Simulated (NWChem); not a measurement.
System meant: C2H5FOSi; SMILES FC[SiH2]C=O

NWChem input:

```
start job
memory heap 200 mb stack 900 mb global 1100 mb
geometry units angstroms noautoz
  O     -0.503092    -2.465890    -0.242198
  C     -0.597448    -1.347085     0.196235
  Si     0.856132    -0.072569     0.169004
  C      0.169743     1.560355    -0.530424
  F     -0.917637     1.930863     0.239698
  H     -1.569477    -0.997041     0.646855
  H      1.299075     0.158464     1.576851
  H      1.978558    -0.586432    -0.666351
  H     -0.154597     1.445288    -1.580129
  H      0.923096     2.367639    -0.507937
end
basis spherical
  * library def2-svp
end
dft
  xc pbe0
  iterations 4
  mulliken
end
task dft energy
```

End of the output:

```
    Atom       Charge   Shell Charges
 -----------   ------   -------------------------------------------------------
    1 O    8     8.12   1.98  0.93  0.65  2.67  1.86  0.03
    2 C    6     6.03   1.97  0.65  0.37  1.76  1.11  0.17
    3 Si  14    13.55   2.00  1.93  0.68  0.33  5.82  1.37  1.13  0.29
    4 C    6     6.05   1.96  0.61  0.34  1.81  1.19  0.13
    5 F    9     9.15   1.98  1.02  0.75  3.21  2.18  0.01
    6 H    1     1.00   0.65  0.29  0.07
    7 H    1     1.08   0.64  0.42  0.02
    8 H    1     1.08   0.63  0.42  0.02
    9 H    1     0.97   0.64  0.26  0.07
   10 H    1     0.97   0.64  0.26  0.07

 center of mass
 --------------
 x =  -0.07071655 y =  -0.00810603 z =   0.01385845

 moments of inertia (a.u.)
 ------------------
         861.112086099114           0.000000000000           0.000000000000
           0.000000000000         238.567921820593           0.000000000000
           0.000000000000           0.000000000000        1008.474576050953

     Multipole analysis of the density
     ---------------------------------

     L   x y z        total         alpha         beta         nuclear
     -   - - -        -----         -----         ----         -------
     0   0 0 0     -0.000000    -24.000000    -24.000000     48.000000

     1   1 0 0      0.470719      0.235360      0.235360     -0.000000
     1   0 1 0      0.729149      0.364575      0.364575     -0.000000
     1   0 0 1     -0.126923     -0.063461     -0.063461     -0.000000

     2   2 0 0    -27.377613    -69.300318    -69.300318    111.223022
     2   1 1 0      1.465955     -3.218101     -3.218101      7.902156
     2   1 0 1     -0.128932      0.194528      0.194528     -0.517989
     2   0 2 0    -33.332103   -225.217586   -225.217586    417.103069
     2   0 1 1     -2.523816      2.126395      2.126395     -6.776606
     2   0 0 2    -26.423426    -30.004641    -30.004641     33.585856

 ------------------------------------------------------------------------
 dft energy failed                                                                                  0
 ------------------------------------------------------------------------
 ------------------------------------------------------------------------
  current input line :
    23: task dft energy
 ------------------------------------------------------------------------
 ------------------------------------------------------------------------
 This type of error is most commonly associated with calculations not reaching convergence criteria
 ------------------------------------------------------------------------
 For more information see the NWChem manual at https://nwchemgit.github.io

0:dft energy failed:Received an Error in Communication
```

Task: Find the fault in this run and fix the input.

Result: Convergence was not reached. Cause: the SCF was allowed too few iterations. This input runs:
```
start job
memory heap 200 mb stack 900 mb global 1100 mb
geometry units angstroms noautoz
  O     -0.503092    -2.465890    -0.242198
  C     -0.597448    -1.347085     0.196235
  Si     0.856132    -0.072569     0.169004
  C      0.169743     1.560355    -0.530424
  F     -0.917637     1.930863     0.239698
  H     -1.569477    -0.997041     0.646855
  H      1.299075     0.158464     1.576851
  H      1.978558    -0.586432    -0.666351
  H     -0.154597     1.445288    -1.580129
  H      0.923096     2.367639    -0.507937
end
basis spherical
  O library def2-svp
  C library def2-svp
  Si library def2-svp
  F library def2-svp
  H library def2-svp
end
dft
  xc pbe0
  iterations 150
  mulliken
end
task dft energy
```
It converges to -543.05457 Ha (PBE0/def2-SVP).
